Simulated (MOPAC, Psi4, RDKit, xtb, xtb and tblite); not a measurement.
Two geometries of SMILES c1ccc(s1)[SiH2]c1cccs1 (C8H8S2Si), relaxed at GFN2-xTB with one dihedral held; other torsions can differ between them too.

Structure A

```
19

C     -2.2211     0.4763    -3.3648
C     -2.5074    -0.6953    -3.9892
S     -1.7160    -2.0266    -3.2508
C     -0.9742    -0.9985    -2.0650
Si     0.1690    -1.6231    -0.7156
C      0.3670    -3.4787    -0.8602
C      0.4885    -4.2698    -1.9653
C      0.6758    -5.6363    -1.6704
C      0.7037    -5.8769    -0.3346
S      0.5000    -4.4384     0.5803
C     -1.3489     0.2977    -2.2718
H     -2.6155     1.4291    -3.6707
H     -3.1355    -0.8624    -4.8418
H      1.4794    -0.9715    -0.8596
H     -0.4162    -1.3119     0.5932
H      0.4399    -3.8824    -2.9674
H      0.7843    -6.4019    -2.4182
H      0.8295    -6.8122     0.1742
H     -1.0026     1.1027    -1.6482
```

Structure B

```
19

C      1.0296    -4.3681     2.3528
C     -0.2778    -4.7347     2.3612
S     -1.2184    -3.7807     1.2865
C      0.1691    -2.8558     0.8097
Si    -0.0095    -1.5184    -0.4882
C      1.2681    -0.2022    -0.1136
C      1.8294     0.1673     1.0743
C      2.7345     1.2438     0.9668
C      2.8526     1.6922    -0.3093
S      1.8600     0.8057    -1.3952
C      1.2801    -3.3000     1.4661
H      1.7864    -4.8393     2.9547
H     -0.7517    -5.5068     2.9343
H     -1.3595    -0.9469    -0.4184
H      0.2372    -2.0749    -1.8240
H      1.5974    -0.3243     2.0028
H      3.2711     1.6629     1.7996
H      3.4637     2.4894    -0.6838
H      2.2540    -2.8682     1.3154
```

Which is lower in energy at the level PBE0-D3(BJ)/def2-SVP // GFN2-xTB in Psi4 1.11, and by how much?

B is lower, by 0.70 kcal/mol (dihedral S3–C4–Si5–C6: 0° in A, 150° in B).

E(B) − E(A) in kcal/mol at the other levels, on the same two geometries: GFN2-xTB (xtb and tblite) -0.68; MMFF94 // GFN2-xTB (RDKit) -3.72; PBE0/def2-SVP // GFN2-xTB (Psi4) -0.83; PBE/def2-SVP // GFN2-xTB (Psi4) -0.80; PBE-D3(BJ)/def2-SVP // GFN2-xTB (Psi4) -0.68; UFF // GFN2-xTB (RDKit) 0.21; PM3, restricted, heats of formation // GFN2-xTB (MOPAC) -1.25; PM6, restricted, heats of formation // GFN2-xTB (MOPAC) -0.63; GFN1-xTB // GFN2-xTB (xtb) -0.29.
